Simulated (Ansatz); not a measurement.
C₂H₉Si₂, SMILES `C[SiH][SiH2]C` radical. Charge 0, multiplicity 2. All single points use the PBE0-D4/def2-TZVP geometry. It is one conformer, not always the lowest.

```xyz
13

C     0.500    0.374   -2.249
Si    1.184   -0.637   -0.816
Si   -0.302   -1.002    0.940
C    -0.866    0.564    1.818
H    -0.440   -0.051   -2.609
H     0.311    1.407   -1.942
H     1.207    0.394   -3.081
H     2.491   -0.073   -0.362
H     0.353   -1.917    1.917
H    -1.491   -1.711    0.385
H    -0.014    1.093    2.251
H    -1.564    0.321    2.624
H    -1.369    1.239    1.123
```

**Question.** What is the dipole moment at r2SCAN/def2-TZVPP? (An estimate is asked.)

**Answer.** The calculation gave: 1.32 D, with components (-0.57, 1.16, -0.28) D in this frame, pointing from negative to positive charge.

**Question.** And with PBE, B3LYP, ωB97M-V? (Estimate.)

**Answer.** Ansatz gave: PBE 1.33 D, B3LYP 1.22 D, ωB97M-V 1.17 D.

**Question.** Give the Mulliken charges with r2SCAN, PBE, ωB97M-V in def2-TZVPP. (Estimate.)

**Answer.** Ansatz gave: 
```json
{"atom": "C1", "r2SCAN": "-0.29", "PBE": "-0.36", "ωB97M-V": "-0.43"}
{"atom": "Si2", "r2SCAN": "0.10", "PBE": "0.07", "ωB97M-V": "0.06"}
{"atom": "Si3", "r2SCAN": "0.23", "PBE": "0.16", "ωB97M-V": "0.15"}
{"atom": "C4", "r2SCAN": "-0.29", "PBE": "-0.36", "ωB97M-V": "-0.44"}
{"atom": "H5", "r2SCAN": "0.08", "PBE": "0.11", "ωB97M-V": "0.13"}
{"atom": "H6", "r2SCAN": "0.08", "PBE": "0.11", "ωB97M-V": "0.12"}
{"atom": "H7", "r2SCAN": "0.08", "PBE": "0.11", "ωB97M-V": "0.13"}
{"atom": "H8", "r2SCAN": "-0.07", "PBE": "-0.06", "ωB97M-V": "-0.03"}
{"atom": "H9", "r2SCAN": "-0.08", "PBE": "-0.06", "ωB97M-V": "-0.03"}
{"atom": "H10", "r2SCAN": "-0.08", "PBE": "-0.06", "ωB97M-V": "-0.03"}
{"atom": "H11", "r2SCAN": "0.08", "PBE": "0.11", "ωB97M-V": "0.12"}
{"atom": "H12", "r2SCAN": "0.08", "PBE": "0.11", "ωB97M-V": "0.12"}
{"atom": "H13", "r2SCAN": "0.07", "PBE": "0.11", "ωB97M-V": "0.12"}
```

B3LYP here is the variant with VWN-RPA as its local correlation; programs differ in this.
